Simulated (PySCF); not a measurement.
Computed IR spectrum (relative IR intensity) of a molecule Cl2GeH4Si. Geometry: ωB97X-D3(BJ)/def2-SVP. Other conformers were not sampled. Method: ωB97X-D3(BJ)/def2-SVP run with PySCF. Frequencies are harmonic and unscaled.

Lines under 2 % of the strongest are left out, and lines within 2 cm⁻¹ are merged.

| ν (cm⁻¹) | relative intensity |
|---|---|
| 357 | 3.6 |
| 479 | 9.8 |
| 493 | 5.1 |
| 556 | 19 |
| 603 | 28 |
| 765 | 100 |
| 816 | 26 |
| 834 | 8.8 |
| 901 | 29 |
| 2193 | 24 |
| 2196 | 34 |
| 2204 | 25 |
| 2292 | 32 |

Task: Identify the compound among the candidates.
(A) Cl[SiH2][GeH2][Cl]
(B) Cl[SiH](Cl)[GeH3]
(C) [SiH3][GeH]([Cl])[Cl]

Result: B, Cl[SiH](Cl)[GeH3]
